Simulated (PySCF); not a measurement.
An unknown shows these calculated signals:

¹H NMR (300 MHz, computed): δ 7.97 (m, 1H), 6.97 (m, 1H), 5.22 (br s, 1H), 4.37 (d, 2H), 4.18 (d, 3H), 3.17 (s, 3H).

¹³C{¹H} NMR (computed): δ 181.1 (C), 159.5 (CH), 147.8 (CH), 23.9 (CH3).

Theoretical values (PySCF): GIAO PBE0/pcSseg-1 shieldings, GFN2-xTB structure. No relativistic terms, one averaged value for each set of equivalent atoms, isolated molecule, a single conformation.

Chemical shifts δ = σref − σ; ¹H and ¹³C vs TMS, all at this level.

Which of these does the molecule contain: a vinyl group CH=CH2, a benzene ring, an NH or NH2 group, an N-methyl group, a non-aromatic C=C double bond, a Si–CH3 group?

## Answers


- A vinyl group CH=CH2: no.
- A benzene ring: no.
- An NH or NH2 group: yes (δH 5.22 (br s)).
- An N-methyl group: yes (δC 23.9; δH 3.17 (s)).
- A non-aromatic C=C double bond: yes.
- A Si–CH3 group: no.

The data belong to SMILES CNC(=O)[SiH2]/C=C/[SiH3], C$_{4}$H$_{11}$NOSi$_{2}$; they needn't prove each group on their own.

Carbon signals by region: 1 in the far downfield region (above 160 ppm), 2 in the sp2 and nitrile region (100–160 ppm), 1 below 50 ppm. Above 160 ppm: 181.1, carbonyl carbon.

OH/NH shifts are gas-phase values; hydrogen bonding in solution moves them, usually downfield. Shifts are as computed. Against solution values, carbons near 30 ppm lie about +3 ppm off and those near 130 ppm about +5 ppm. Of 1309 compounds with measured shifts, 239 miss one by over three times the rms of a fit or turn the order of signals round; such compounds aren't used in these exercises. The C=O carbon of an acid or of an amide with N–H lies up to 10 ppm further downfield in solution, through hydrogen bonding that the calculation lacks. No couplings were computed; multiplicities are counted from neighbouring protons, with m where these are inequivalent, close in shift, in a saturated or five-membered ring or joined by F or P, and br s for small geminal =CH2 splittings.
